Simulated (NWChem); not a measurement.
System: C$_{5}$H$_{10}$; SMILES CCCC=C

Excerpt of the output:

```
             Northwest Computational Chemistry Package (NWChem) 7.3.0
             --------------------------------------------------------

 C1  symmetry detected

                             Geometry "geometry" -> ""
                             -------------------------

 Output coordinates in angstroms (scale by  1.889725989 to convert to a.u.)

  No.       Tag          Charge          X              Y              Z
 ---- ---------------- ---------- -------------- -------------- --------------
    1 C                    6.0000    -0.22335857    -2.32764077    -0.28412981
    2 C                    6.0000    -0.35438890    -1.12020479     0.26839316
    3 C                    6.0000     0.74647669    -0.11517248     0.41483953
    4 C                    6.0000     0.54017751     1.17311501    -0.39084948
    5 C                    6.0000    -0.67632570     1.99062399     0.01839165
    6 H                    1.0000     0.73990395    -2.67678276    -0.67176993
    7 H                    1.0000    -1.06940956    -3.01527706    -0.36703291
    8 H                    1.0000    -1.34220769    -0.82409643     0.64425066
    9 H                    1.0000     1.70091986    -0.58051014     0.11835813
   10 H                    1.0000     0.84872582     0.15244154     1.48351966
   11 H                    1.0000     0.47183211     0.91524413    -1.46178083
   12 H                    1.0000     1.44626952     1.79361090    -0.28445730
   13 H                    1.0000    -0.63315918     2.26736196     1.08469401
   14 H                    1.0000    -1.61628365     1.44040765    -0.14323343
   15 H                    1.0000    -0.74207732     2.92327447    -0.56241838

 Effective nuclear repulsion energy (a.u.)     171.9595833199

                                Z-matrix (autoz)
                                --------

 Units are Angstrom for bonds and degrees for angles

[...]

      ----------------------
      Optimization converged
      ----------------------

  Step       Energy      Delta E   Gmax     Grms     Xrms     Xmax
  ---- ---------------- -------- -------- -------- -------- --------
@   15    -194.51277618 -1.8D-07  0.00002  0.00001  0.00013  0.00043
                                     ok       ok       ok       ok

                                Z-matrix (autoz)
                                --------

 Units are Angstrom for bonds and degrees for angles

[...]

 Rotational Constants
 --------------------
 A=   0.386927 cm-1  (  0.556690 K)
 B=   0.088403 cm-1  (  0.127190 K)
 C=   0.080402 cm-1  (  0.115678 K)

 Temperature                      =   298.15K
 frequency scaling parameter      =   1.0000

 Zero-Point correction to Energy  =   82.946 kcal/mol  (  0.132183 au)
 Thermal correction to Energy     =   87.112 kcal/mol  (  0.138821 au)
 Thermal correction to Enthalpy   =   87.704 kcal/mol  (  0.139765 au)

 Total Entropy                    =   78.956 cal/mol-K
   - Translational                =   38.641 cal/mol-K (mol. weight =  70.0782)
   - Rotational                   =   25.864 cal/mol-K (symmetry #  =        1)
   - Vibrational                  =   14.451 cal/mol-K

 Cv (constant volume heat capacity) =   23.397 cal/mol-K
   - Translational                  =    2.979 cal/mol-K
   - Rotational                     =    2.979 cal/mol-K
   - Vibrational                    =   17.438 cal/mol-K

[normal modes left out]

 ----------------------------------------------------------------------------
 Normal Eigenvalue ||           Projected Infra Red Intensities
  Mode   [cm**-1]  || [atomic units] [(debye/angs)**2] [(KM/mol)] [arbitrary]
 ------ ---------- || -------------- ----------------- ---------- -----------
    1       -0.000 ||    0.000016           0.000         0.016       0.025
    2       -0.000 ||    0.000000           0.000         0.000       0.000
    3       -0.000 ||    0.000018           0.000         0.017       0.027
    4        0.000 ||    0.000018           0.000         0.018       0.028
    5        0.000 ||    0.000014           0.000         0.013       0.020
    6        0.000 ||    0.000028           0.001         0.027       0.042
    7       71.137 ||    0.000101           0.002         0.099       0.152
    8      120.353 ||    0.000142           0.003         0.138       0.214
    9      237.433 ||    0.000013           0.000         0.013       0.020
   10      280.720 ||    0.000345           0.008         0.336       0.520
   11      364.768 ||    0.002434           0.056         2.373       3.669
   12      439.502 ||    0.000497           0.011         0.484       0.749
   13      645.483 ||    0.008270           0.191         8.062      12.463
   14      731.226 ||    0.010600           0.245        10.333      15.976
   15      836.443 ||    0.005362           0.124         5.228       8.082
   16      859.956 ||    0.006289           0.145         6.131       9.478
   17      893.999 ||    0.037471           0.864        36.529      56.475
   18      925.519 ||    0.002112           0.049         2.059       3.183
   19      973.783 ||    0.003236           0.075         3.155       4.878
   20      987.383 ||    0.008631           0.199         8.414      13.008
   21     1046.790 ||    0.002783           0.064         2.713       4.195
   22     1089.526 ||    0.000341           0.008         0.333       0.514
   23     1129.906 ||    0.006029           0.139         5.878       9.087
   24     1194.099 ||    0.000189           0.004         0.184       0.285
   25     1221.420 ||    0.001885           0.043         1.838       2.841
   26     1239.857 ||    0.000383           0.009         0.373       0.577
   27     1283.769 ||    0.001141           0.026         1.112       1.720
   28     1293.989 ||    0.001640           0.038         1.598       2.471
   29     1332.879 ||    0.011569           0.267        11.278      17.436
   30     1352.998 ||    0.004488           0.104         4.375       6.763
   31     1376.334 ||    0.010107           0.233         9.853      15.233
   32     1386.725 ||    0.002054           0.047         2.002       3.096
   33     1393.267 ||    0.011444           0.264        11.156      17.247
   34     1403.774 ||    0.007797           0.180         7.601      11.752
   35     1698.283 ||    0.010128           0.234         9.873      15.265
   36     2927.983 ||    0.016785           0.387        16.362      25.297
   37     2956.940 ||    0.010324           0.238        10.064      15.560
   38     2960.811 ||    0.029591           0.683        28.846      44.597
   39     3002.677 ||    0.014875           0.343        14.501      22.419
   40     3009.730 ||    0.011349           0.262        11.064      17.105
   41     3047.214 ||    0.019464           0.449        18.974      29.335
   42     3050.972 ||    0.014684           0.339        14.315      22.131
   43     3058.837 ||    0.002204           0.051         2.148       3.321
   44     3062.618 ||    0.015753           0.363        15.357      23.743
   45     3160.208 ||    0.005975           0.138         5.824       9.005
 ----------------------------------------------------------------------------
```

Level: LDA (Slater exchange, VWN5)/def2-SVP. 

Q: Which NWChem input produces such a log?

A: Several could match; the one computed here: the input that was run:
```
start job
memory heap 200 mb stack 900 mb global 1100 mb
geometry units angstroms
  C     -0.229843    -2.330265    -0.273791
  C     -0.351535    -1.120594     0.275972
  C      0.752426    -0.116265     0.402601
  C      0.535848     1.169191    -0.404911
  C     -0.673703     1.989628     0.018821
  H      0.727314    -2.681969    -0.674034
  H     -1.077751    -3.017249    -0.341790
  H     -1.333474    -0.821940     0.664992
  H      1.701962    -0.583808     0.094077
  H      0.870464     0.155284     1.468658
  H      0.451688     0.907338    -1.473748
  H      1.444059     1.789056    -0.314041
  H     -0.614766     2.270359     1.083323
  H     -1.616502     1.439871    -0.127052
  H     -0.746869     2.920143    -0.564522
end
basis spherical
  * library def2-svp
end
dft
  xc slater vwn_5
  iterations 150
end
driver
  maxiter 120
end
task dft optimize
task dft freq
```
